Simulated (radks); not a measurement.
Question: Species: Re I. Configuration: [Xe] 4f14 5d3.5 6s2 6p1.5 (fractional occupations, a model configuration). Calculated with a radial shooting solver on a logarithmic mesh with Libxc functionals: Dirac Kohn-Sham, PBE, spin-unpolarised, spherical densities, point nucleus; open shells are shared between the two j in proportion to 2j + 1. Some entries of the table are withheld. Estimate them.

orbital,occ.,eigenvalue (hartree),<1/r> (bohr^-1)
1s1/2,2,-2630.134,88.81
2s1/2,2,(1),21.65
2p1/2,2,-436.1641,21.60
2p3/2,4,-383.2508,18.04
3s1/2,2,-105.7189,7.946
3p1/2,2,-96.93146,7.858
3p3/2,4,-85.44004,6.936
3d3/2,4,(2),6.831
3d5/2,6,(3),6.614
4s1/2,2,-22.24918,3.343
4p1/2,2,-18.58493,3.232
4p3/2,4,-15.90442,2.911
4d3/2,4,-9.89605,(4)
4d5/2,6,-9.40090,(5)
5s1/2,2,-3.35687,(6)
5p1/2,2,-2.24386,1.184
4f5/2,6,-1.83920,(7)
5p3/2,4,-1.83332,1.072
4f7/2,8,-1.74682,(8)
5d3/2,1.4,-0.39018,0.7539
5d5/2,2.1,-0.35236,0.7268
6s1/2,2,-0.31548,0.4488
6p1/2,0.5,-0.12730,0.3433
6p3/2,1,-0.09761,0.3063

Answer: 
(1) 2s1/2 eigenvalue (hartree): -455.8819
(2) 3d3/2 eigenvalue (hartree): -70.70898
(3) 3d5/2 eigenvalue (hartree): -68.21499
(4) 4d3/2 <1/r> (bohr^-1): 2.698
(5) 4d5/2 <1/r> (bohr^-1): 2.622
(6) 5s1/2 <1/r> (bohr^-1): 1.311
(7) 4f5/2 <1/r> (bohr^-1): 2.181
(8) 4f7/2 <1/r> (bohr^-1): 2.150
